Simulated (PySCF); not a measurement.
Molecule: `N[SiH](N)C[SiH3]`, CH10N2Si2.

Geometry (Å), atoms numbered from 1 in this order:
```xyz
15

N    -0.894   -0.635   -1.536
Si   -0.663    0.618   -0.372
N    -2.284    1.082    0.008
C     0.392   -0.156    1.012
Si    2.175   -0.583    0.542
H    -1.514   -0.438   -2.305
H    -0.077   -1.118   -1.871
H    -0.041    1.872   -0.825
H    -2.424    1.811    0.687
H    -2.960    0.349    0.153
H     0.415    0.533    1.857
H    -0.101   -1.059    1.373
H     2.869   -1.191    1.684
H     2.893    0.631    0.144
H     2.207   -1.536   -0.574
```

Frames of a GFN2-xTB Langevin trajectory at 400 K; GIAO PBE0/pcSseg-1 shieldings in PySCF 2.14.0 with density-fitted response routines, gas phase, non-relativistic; equivalent atoms averaged within each frame.

δ = σ(ref) − σ, references computed at the same level: 15N (σref 267.73) vs NH3; 29Si (σref 349.16) and 13C (σref 186.93) and 1H (σref 31.72) vs TMS. The references are static minima.

Question: How do the shifts (ppm) fluctuate along the trajectory?

Answer: 
| time (fs) | N1/N3 | Si2 | Si5 | C4 | H8 | H13/H14/H15 | H6/H7/H9/H10 | H11/H12 |
| --- | --- | --- | --- | --- | --- | --- | --- | --- |
| optimised geometry | 21.5 | -18.7 | -78.4 | -1.3 | 5.22 | 3.91 | 0.28 | -0.21 |
| 250 | 23.2 | -5.9 | -76.7 | -7.9 | 6.33 | 4.36 | -0.50 | -1.22 |
| 425 | 34.0 | -23.4 | -72.8 | 10.2 | 4.94 | 4.74 | 0.44 | 1.56 |
| 625 | 24.2 | -31.9 | -76.7 | -5.2 | 5.39 | 4.99 | 0.29 | -0.81 |
| 800 | 26.5 | -34.6 | -68.6 | -2.2 | 6.02 | 4.88 | 0.32 | 0.34 |
| 1000 | 19.6 | -26.0 | -61.8 | 4.2 | 5.60 | 5.21 | 0.27 | 0.98 |
| mean of frames | 25.5 | -24.4 | -71.3 | -0.2 | 5.65 | 4.84 | 0.16 | 0.17 |
| standard deviation | 5.4 | 11.3 | 6.3 | 7.3 | 0.54 | 0.32 | 0.38 | 1.18 |

5 frames give an uncertainty of the mean of about the standard deviation over 2.2 at best, since frames this close in time may not be independent; classical motion lacks zero-point vibration, and the reference would need the same averaging.
